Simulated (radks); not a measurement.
Results of a calculation; reference values are marked as such.
The bismuth ion Bi8+, configuration [Kr] 4d10 4f14 5s1 5p6 5d8 (not the ground configuration). Code: a radial shooting solver on a logarithmic mesh with Libxc functionals. Model: non-relativistic Kohn-Sham, PBE, spin-polarised, spherical densities, point nucleus; open shells are filled with parallel spins first (spin-orbit coupling, left out, can overturn this in heavy ions); relativity is left out, which matters for an element this heavy. Some entries of the table are withheld. Estimate them.

orbital  occ.  eigenvalue (hartree)  r(max) (bohr)
1s up       1             -2982.012        0.01210
1s down     1             -2982.005        0.01210
2s up       1             -507.6571        0.06568
2s down     1             -507.6409        0.06568
2p up       3             -489.2804        0.05091
2p down     3             -489.2668        0.05091
3s up       1             -125.0826         0.1788
3s down     1             -125.0730         0.1788
3p up       3             -116.3144         0.1680
3p down     3             -116.3046         0.1680
3d up       5             -99.95045         0.1316
3d down     5             -99.93796         0.1316
4s up       1             -31.49485         0.3959
4s down     1             -31.47798         0.3960
4p up       3             -27.62356         0.3941
4p down     3             -27.60557         0.3942
4d up       5             -20.46860         0.3845
4d down     5             -20.44776         0.3846
4f up       7             -10.74430         0.3372
4f down     7             -10.71982         0.3372
5s up       1              -8.81445         0.8491
5s down     0              -8.70613         0.8480
5p up       3              -7.45168         0.8866
5p down     3              -7.34344         0.8858
5d up       5              -5.14723            (1)
5d down     3              -5.04539            (2)

Answer. 
(1) 5d up r(max) (bohr): 0.9880
(2) 5d down r(max) (bohr): 0.9891
